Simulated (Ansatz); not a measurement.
Mulliken charges of F3HO2W (`[O]=[W]([OH])([F])([F])[F]`) from B3LYP/def2-TZVPP in Ansatz (PBE0-D4/def2-TZVP geometry).

```csv
atom,x (Å),y (Å),z (Å),charge (e)
O1,-1.647,-0.575,0.765,-0.326
W2,-0.347,0.117,-0.032,1.359
O3,1.080,-0.951,0.504,-0.349
F4,-0.279,-0.705,-1.701,-0.301
F5,-1.054,1.542,-0.989,-0.291
F6,0.287,1.455,1.097,-0.301
H7,2.020,-0.950,0.311,0.209
```

**Question.** By hand: the dipole of these point charges (1 e Å = 4.8032 D).

**Answer.** Σ q r = (0.415, -0.195, 0.066) e Å, of length 0.463 e Å = 2.22 D.

**Question.** How does the dipole of the full density compare? (An estimate is asked.)

**Answer.** Computed: (0.643, -0.148, -0.016) e Å, 3.17 D; the point charges give 0.70 times that, at 15° from its direction.

Point charges leave out the atoms' own dipoles, such as those of lone pairs, and Mulliken's split depends on the basis, so the two needn't agree.

B3LYP here is the variant with VWN-RPA as its local correlation; programs differ in this.
